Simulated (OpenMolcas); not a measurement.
Lines of Tm3+: computed and rescaled rates

- Program: OpenMolcas 26.06
- Method: CASSCF
- Basis: ANO-RCC-VQZP [9s8p6d4f3g2h]
- Scalar Hamiltonian: X2C, point nucleus
- Active space: 12 electrons in 7 orbitals (4f)
- State averaging: 2S+1 = 3 even, 21 roots; 2S+1 = 1 even, 27 roots kept (CI in the orbitals of an earlier block)
- Spin-orbit coupling: RASSI with atomic mean-field integrals over the reference wave functions, term energies averaged over their components

Rates come from the transition moments of the reference wave functions (E1 and E2 in the length form). At fixed line strength A goes as λ^-3 for E1 and M1 and as λ^-5 for E2, so a rate at the computed wavelength can be rescaled to the measured one. Measured vacuum wavelengths follow from level energies in the list in Tchang-Brillet, Wyart, Meftah and Ait Mammar, Atoms 6, 52 (2018). Branching counts decays inside the model space alone, at computed energies, and the table is only a selection of the E2 and M1 lines, drawn from those between levels with measured partners whose computed energy lies within a factor of 1.5 of the measured one.

```tsv
Upper	Lower	Type	λ computed (nm)	λ measured (nm)	A computed (s-1)	A rescaled (s-1)	Branching %
4f¹² ³H₄ [59 %]	4f¹² ³H₅	M1	2001	2309	2.38e+00	1.55e+00	38.1
4f¹² ¹G₄ [58 %]	4f¹² ³F₃	M1	1773	1478	4.63e-01		1.4
4f¹² ³H₅	4f¹² ³H₆	M1	1201	1217	1.53e+01	1.47e+01	99.9
4f¹² ¹G₄ [58 %]	4f¹² ³H₄ [59 %]	M1	1156	1159	6.38e+00		19.7
4f¹² ¹G₄ [58 %]	4f¹² ³H₅	M1	732.6	771.8	2.41e+01		74.6
4f¹² ³P₂ [72 %]	4f¹² ³F₃	M1	332.3	414.6	1.63e+01		50.0
4f¹² ³P₂ [72 %]	4f¹² ³H₄ [59 %]	E2	302	384.8	2.63e-01	7.83e-02	0.8
4f¹² ¹I₆	4f¹² ³H₅	M1	301.7	368.8	5.22e+00		26.8
4f¹² ¹I₆	4f¹² ³H₆	M1	241.1	283.1	1.42e+01		73.0
```

Spin-changing lines and M1 lines between different terms are not rescaled, since their strength hangs on the term gaps too.

The largest correction is for 4f¹² ³P₂ [72 %] → 4f¹² ³H₄ [59 %] (E2): 2.63e-01 × (302 / 384.8)^5 = 7.83e-02 s-1, a factor of 0.30.

The computed rate and branching of 4f¹² ³H₅ → 4f¹² ³H₆ give the upper level a radiative lifetime of 0.999 / 1.53e+01 s-1 = 6.53e-02 s, counting decays inside the model space alone. The rescaled rate gives about 6.8e-02 s.

These are rates of the free ion; in crystals, glasses and complexes forced electric-dipole and non-radiative decay shorten such lifetimes by orders of magnitude. No measured rate stands beside these. Rescaling mends the energy factor alone: line strengths can still be far off where a level mixes with configurations outside the active space, and weak or spin-changing lines hang on small mixing coefficients that depend on the term gaps too, so rescaling need not improve them.

Without dynamic correlation excited terms often stand tens of per cent too high (terms of higher spin than the ground term too low), and those without a measured partner can miss by more than the paired ones. Terms from blocks run as CI alone lack orbitals of their own. Measured partners are found by configuration, term and J. A level has none where our copy of the source lacks it or the pairing is in doubt (some pairs that miss far off the trend of their configuration count as doubtful). Only configurations of the active space appear.

A share in square brackets marks a mixed level and gives the weight of the term that names it.
